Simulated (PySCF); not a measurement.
A structure optimised at PBE-D3(BJ)/def2-SVP, used in a PySCF frequency run:

```xyz
11

O      2.1054     0.6501     0.0399
Ge     0.7659    -0.5571     0.0886
N     -0.7795     0.0828    -0.6993
Si    -2.2039     0.7338     0.0810
H      1.8528     1.4647     0.5132
H      0.3714    -0.9149     1.5456
H      1.3448    -1.7178    -0.7488
H     -0.7199     0.1775    -1.7187
H     -2.3517     2.2281    -0.0836
H     -2.0696     0.4280     1.5472
H     -3.4691     0.1075    -0.4486
```
Charge 0, spin multiplicity 1.

### Question
Write its SMILES and formula.

### Answer
[OH][GeH2][NH][SiH3], GeH7NOSi

### Question
What are its rotational constants (standard atomic weights)?

### Answer
8.9947, 1.5926, 1.4811 GHz
